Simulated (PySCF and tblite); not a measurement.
The numbers below are computed, except where a source is named.
# Barrier and rate of a rearrangement

System: C₅H₇FN₂O, numbered as in [CH3:1][CH2:2][O:3][c:4]1[cH:5][n:6][nH:7][c:8]1[F:9].

Motion: shift of H on N7 from N7 to N6. Geometries: PBE0-D3(BJ)/def2-SVP; energies: PBE0/pcSseg-1 + D3(BJ); zero-point and thermal terms from GFN2-xTB harmonic modes (soft modes blended into free rotors). Rate constants are transition-state-theory values, counting equivalent paths, without tunnelling. Programs: tblite and PySCF.

| point | symmetry | E(GFN2) kcal/mol | E(DFT) kcal/mol | ZPE change kcal/mol | lowest mode cm⁻¹ | dipole D |
| --- | --- | --- | --- | --- | --- | --- |
| start | C1 | 0.0 | 0.0 | 0.00 | 50 | 0.85 |
| saddle | C1 | 43.8 | 45.0 | -3.87 | 1615i | 4.12 |
| end | C1 | -1.3 | -4.1 | -0.04 | 54 | 4.97 |

- Electronic barrier: 45.0 kcal/mol
- Barrier with zero-point energy: 41.1 kcal/mol
- ΔH‡ (298 K): 41.0 kcal/mol
- ΔS‡ (298 K, symmetry apart): -0.5 cal/(mol K)
- Paths: 1 equivalent path
- End point: a different minimum
- Cost: 6.4 min on 1 thread of Arm Neoverse V1, shared host (rough), peak memory 0.88 GiB, launched as `OMP_NUM_THREADS=1 python ens_run.py task.json out`

```json
{"T/K": "500", "ΔG‡ kcal/mol": "41.3", "k s⁻¹": "9.4×10⁻⁶", "ΔG kcal/mol": "-4.1", "k back s⁻¹": "1.5×10⁻⁷"}
```

ΔG and ΔG‡ leave out symmetry numbers and mirror images; rates count paths: 1 out, 1 back.

Tunnelling of the moving H, left out here, will speed the real process. In real samples such hydrogens mostly exchange between molecules or through solvent, far faster than by this path.
